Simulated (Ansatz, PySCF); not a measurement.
Gas-phase reaction in SMILES: [SiH3]c1ccncc1 [pyridin-4-ylsilane] + 10 [H][H] (H2) -> 5 C (CH4) + N (NH3) + [SiH4] (SiH4)
Each molecule is optimised on its own at B3LYP-D3(BJ)/def2-TZVP (Ansatz, an electronic-structure program). Unstable Hartree-Fock reference: [SiH3]c1ccncc1.

Wanted: energy of full hydrogenation (enthalpy at 298 K, with B3LYP-D3(BJ) rigid-rotor harmonic-oscillator terms from PySCF), in kcal/mol. Correlated levels leave the core frozen unless marked. Spin-orbit coupling is left out. No relativistic terms. CBS(X,Y): correlation extrapolated as X^-3; Hartree-Fock from the larger set.

| level | program | energy of full hydrogenation (kcal/mol) |
|---|---|---|
| HF/6-31G* | Ansatz | -173.2 |
| HF/aug-cc-pV(T+d)Z | Ansatz | -164.6 |

Question: Predict the CCSD(T)/CBS(cc-pV(T+d)Z,cc-pV(Q+d)Z) result (Ansatz).

Answer: -138.1 kcal/mol, so HF/aug-cc-pV(T+d)Z differs from it by -26.5 kcal/mol.
